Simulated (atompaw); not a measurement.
# potassium (K): one change to a PAW (atompaw) potential, before and after

potassium, PAW, made with atompaw 4.2.0.5 (PBEsol, scalar-relativistic). Core [Ne], reference 3s2 3p6 4s1 4p0. Waves: 3s (bound): rc 1.35 bohr; 4s (bound): rc 2.50 bohr; 3p (bound): rc 2.25 bohr; 4p (bound, empty): rc 2.50 bohr; 3d channel at 0.3 Ry: rc 1.95 bohr; 3d channel at 1.2 Ry: rc 2.50 bohr. Local part: bessel scheme, radius 1.70 bohr. Core correction: smooth core density matched at 2.05 bohr. Augmentation charge: sinc compensation charge, radius 2.10 bohr; PAW radius 2.50 bohr; waves and projectors: custom polynom2 7 10 vanderbiltortho.

Change: all radii scaled by about 1.23 (s 1.66, p 2.76, d 2.38 bohr); local potential bessel scheme, radius 2.08 bohr; augmentation sinc compensation charge, radius 2.58 bohr; PAW radius 3.06 bohr; waves and projectors: custom polynom2 7 10 vanderbiltortho; core correction smooth core density matched at 2.52 bohr.

Cutoffs: the cutoffs (Ry, on a coarse ladder) from which the occupation-weighted sum of valence levels, in a spherical-Bessel basis at the reference potential, stays within 10 and 1 mRy of its value at 400 Ry; they do not see the model core or the augmentation charge, which bear on the density cutoff.

**Question.** What does the change do?

**Answer.** The potential gets harder (18 Ry and 30 Ry → 21 Ry and 40 Ry); neither file shows a bound ghost.

| quantity | base | changed |
| --- | --- | --- |
| cutoff, loose | 18 Ry | 21 Ry |
| cutoff, tight | 30 Ry | 40 Ry |
| loose cutoff by channel (10 mRy a level) | s 10 Ry, p 10 Ry | s 12 Ry, p 10 Ry |
| bound ghosts | none | none |
| lowest overlap eigenvalue by channel | s 0.38, p 0.48, d 0.41 | s 0.41, p 0.78, d 0.58 |

 The cutoffs see the waves, projectors and local potential, not the compensation charge or the core.
